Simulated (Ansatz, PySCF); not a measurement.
CH8FNSi2, SMILES C(N)[SiH2][SiH2]F. Atoms are numbered in the order given.

```xyz
13

N     -2.7383     1.0419     1.0279
C     -1.5894     0.1600     0.8810
Si    -0.1187     0.8951    -0.0863
Si     1.6611    -0.6119    -0.3322
F      1.0578    -1.9770    -1.0026
H     -2.4749     1.9038     1.5020
H     -3.1009     1.3168     0.1170
H     -1.9046    -0.7727     0.3830
H     -1.2413    -0.1553     1.8797
H      0.3851     2.1193     0.6204
H     -0.5919     1.3269    -1.4417
H      2.2566    -0.9815     0.9879
H      2.7468    -0.1027    -1.2225
```

Geometry: PBE0-D3(BJ)/def2-SVP. The structure was generated by enumeration, and PubChem lists no compound with its InChIKey, so it may never have been made. Other conformers were not sampled.

Two levels are set side by side: PBE-D3(BJ)/def2-SVP (Ansatz, a first-principles code) and PBE0-D3(BJ)/def2-SVP (Ansatz). Each level has its own optimised geometry; the coordinates shown are those of the second. Frequencies come from the Hessian of PySCF at each geometry. Differences are taken from unrounded values.

| quantity | PBE0-D3(BJ) |
|---|---|
| mean bond length (Å) | 1.465 |
| bond N1–C2 (Å) | 1.456 |
| bond C2–Si3 (Å) | 1.908 |
| bond Si3–Si4 (Å) | 2.345 |
| bond Si4–F5 (Å) | 1.636 |
| bond N1–H6 (Å) | 1.018 |
| bond N1–H7 (Å) | 1.018 |
| bond C2–H8 (Å) | 1.103 |
| bond C2–H9 (Å) | 1.104 |
| bond Si3–H10 (Å) | 1.501 |
| bond Si3–H11 (Å) | 1.499 |
| bond Si4–H12 (Å) | 1.495 |
| bond Si4–H13 (Å) | 1.494 |
| highest harmonic wavenumber (cm⁻¹) | 3623 |
| mean harmonic wavenumber (cm⁻¹) | 1226 |
| zero-point energy (kcal/mol) | 57.83 |

Q: What does PBE-D3(BJ) give, and how far is it from PBE0-D3(BJ)? (An estimate is asked for; the answer gives what the named calculation found.)

A: 
| quantity | PBE-D3(BJ) | PBE-D3(BJ) minus PBE0-D3(BJ) |
|---|---|---|
| mean bond length (Å) | 1.476 | 0.011 |
| bond N1–C2 (Å) | 1.466 | 0.010 |
| bond C2–Si3 (Å) | 1.923 | 0.016 |
| bond Si3–Si4 (Å) | 2.354 | 0.009 |
| bond Si4–F5 (Å) | 1.651 | 0.015 |
| bond N1–H6 (Å) | 1.029 | 0.010 |
| bond N1–H7 (Å) | 1.029 | 0.010 |
| bond C2–H8 (Å) | 1.111 | 0.008 |
| bond C2–H9 (Å) | 1.112 | 0.008 |
| bond Si3–H10 (Å) | 1.511 | 0.011 |
| bond Si3–H11 (Å) | 1.510 | 0.011 |
| bond Si4–H12 (Å) | 1.507 | 0.012 |
| bond Si4–H13 (Å) | 1.506 | 0.013 |
| highest harmonic wavenumber (cm⁻¹) | 3484 | -139 |
| mean harmonic wavenumber (cm⁻¹) | 1184 | -41 |
| zero-point energy (kcal/mol) | 55.87 | -1.95 |

GGA bonds tend to be longer and softer than those of functionals with exact exchange. Differences between two approximate levels are no errors against the true value.
